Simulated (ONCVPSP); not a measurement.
**u(r) = r·R(r): atom against pseudo-atom (Xe)**

Columns: radius, all-electron u(r) and pseudo u(r) of the 4p shell (level -141.07 eV) of xenon in the configuration [Ar] 3d10 4s2 4p6 4d10 5s2 5p6; PBEsol, scalar-relativistic, ONCV scheme, ONCVPSP 4.0.1.

| r (bohr) | all-electron | pseudo |
| --- | --- | --- |
| 0.065 | 0.4827 | 0.0154 |
| 0.130 | -0.1477 | 0.0647 |
| 0.195 | -0.6880 | 0.1553 |
| 0.260 | -0.6780 | 0.2925 |
| 0.325 | -0.2989 | 0.4732 |
| 0.390 | 0.1978 | 0.6823 |
| 0.455 | 0.6521 | 0.8948 |
| 0.520 | 0.9937 | 1.0826 |
| 0.585 | 1.2072 | 1.2211 |
| 0.650 | 1.3079 | 1.2969 |
| 0.715 | 1.3212 | 1.3088 |
| 0.780 | 1.2730 | 1.2659 |
| 0.845 | 1.1862 | 1.1836 |
| 0.910 | 1.0780 | 1.0775 |
| 0.975 | 0.9612 | 0.9610 |
| 1.040 | 0.8445 | 0.8443 |
| 1.105 | 0.7332 | 0.7331 |
| 1.170 | 0.6306 | 0.6304 |
| 1.235 | 0.5381 | 0.5380 |
| 1.300 | 0.4563 | 0.4562 |
| 1.365 | 0.3849 | 0.3848 |
| 1.430 | 0.3232 | 0.3231 |
| 1.495 | 0.2704 | 0.2703 |
| 1.560 | 0.2255 | 0.2255 |
| 1.625 | 0.1875 | 0.1875 |
| 1.690 | 0.1555 | 0.1555 |

Question: How many radial nodes do the two functions have?

Answer: The all-electron 4p function has n − l − 1 = 2; the pseudo-wave has 0, since the states of the same l below it are removed with the core.

Question: At about which radius was the pseudo-wave matched?

Answer: 1.00 bohr, where the columns begin to agree (steps of 0.07 bohr).

Question: Is the pseudo-wave norm-conserving?

Answer: Yes: the ONCV scheme keeps the norm inside the radius equal to the all-electron one, which fixes the energy derivative of the logarithmic derivative at the level.
